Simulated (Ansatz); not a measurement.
Reaction (formal exchange of groups at the Si–F bond): `N[Si](N)(F)Cl` + ethylene → `C=C[Si](N)(N)Cl` + H–F

Computed with Ansatz on PBE0-D4/def2-TZVP structures; ΔE is electronic, products minus reactants. CBS: MP2 limit from def2 TZ/QZ plus the TZ coupled-cluster correction, frozen cores. This one scheme is used for every species. Functionals use def2-TZVPP. B3LYP here is the variant with VWN-RPA as its local correlation; programs differ in this. One conformer a species, not always the lowest.

| level | ΔE (kJ/mol) |
| --- | --- |
| B3LYP | 163.7 |
| SCS-MP2/def2-TZVPP | 150.9 |
| CCSD(T)/def2-TZVPP | 148.1 |
| HF/def2-QZVPP | 180.8 |
| SCS-MP2/def2-QZVPP | 150.8 |
| HF/CBS(def2) | 181.1 |
| MP2/CBS(def2) | 142.3 |
| CCSD/CBS(def2) | 151.8 |

Q: What does CCSD(T)/CBS give? (Estimate.)

A: Computed: +146.7 kJ/mol. The listed levels differ from it by 17.0, 4.2, 1.4, 34.1, 4.1, 34.4, -4.4, 5.1 kJ/mol.

Largest T1 diagnostic among the species: 0.011.

The D4 term adds −12.2 kJ/mol with B3LYP and −7.1 kJ/mol with PBE0; it sums over pairs of atoms, weighted by their polarisabilities, and B3LYP, whose exchange is more repulsive, gets the larger term. From PBE to PBE0 (25 % exact exchange), in def2-TZVPP and without D4, ΔE moves by +3.1 kJ/mol.
